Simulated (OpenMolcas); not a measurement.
Computed levels of 4d⁴ in ions with 40 electrons, in cm-1 above ⁵D₀.

| Property | Result |
| --- | --- |
| Program | OpenMolcas |
| Method | SS-CASPT2, IPEA 0.25 Eh, imaginary shift 0.1 Eh |
| Basis | ANO-RCC-VTZP |
| Scalar Hamiltonian | DKH2, point nucleus |
| Spin-orbit coupling | RASSI with atomic mean-field integrals over the reference wave functions, term energies averaged over their components |

Active space for each ion: 4 electrons in 5 orbitals (4d); closed shells correlated by CASPT2: 4s 4p.

```
 Level    Nb+   Mo2+   Tc3+   Ru4+   Rh5+   Ag7+
   ⁵D₁    154    235    346    490    685   1256
   ⁵D₂    430    654    945   1308   1779   3070
   ⁵D₃    796   1203   1712   2330   3100   5100
   ⁵D₄   1227   1845   2590   3470   4550   7230
³P₀(1)   8480  12190  14650  16730  18450  21820
³P₁(1)   9250  13420  16430  19150  21640  26880
³P₂(1)  10500  15280  18960  22410  25700  32670
   ³H₄  10670  13690  15990  18180  20150  24330
   ³H₅  11020  14240  16810  19340  21770  27160
```

Problem. Estimate ⁵D₄, ³P₀(1), ³P₁(1) for Pd6+ from its neighbours Rh5+ and Ag7+.

Solution. ⁵D₄ is fine structure, which grows about as the fourth power of a screened charge, so the fourth roots are averaged: ((4550^0.25 + 7230^0.25) / 2)^4 = 5774. The calculation gives 5960, so the estimate is off by -3.1 %.
³P₀(1) is another term, which grows about linearly with the charge: (18450 + 21820) / 2 = 20135. The calculation gives 20000, so the estimate is off by +0.7 %.
³P₁(1) is another term, which grows about linearly with the charge: (21640 + 26880) / 2 = 24260. The calculation gives 24180, so the estimate is off by +0.3 %.

Mixed levels, with the weight of the term that names them: Pd6+ ³H₄ (71 %), Ag7+ ³H₄ (69 %).

Term energies are means over components that CASPT2 splits; among the terms shown or strongly mixed into the levels shown the widest spread is 210 cm-1 (4d⁴ ³H, Nb+). Some high roots are left out of the spin-orbit mixing, which shifts the levels that they would mix with (holds for Nb+). Configurations with an s electron lie low at this charge and mix in, so terms can be misplaced (holds for Nb+). Some terms miss by over 15 % even with CASPT2, which points to a basis or an active space too small for the shells correlated (holds for Nb+). Levels of configurations with an s electron are missing; early in the row they begin among the upper levels of the d shell and mix with terms of their name (holds for Mo2+). Only configurations of the active space appear.

A number in round brackets counts repeated terms of one configuration in the order of the reference energies.
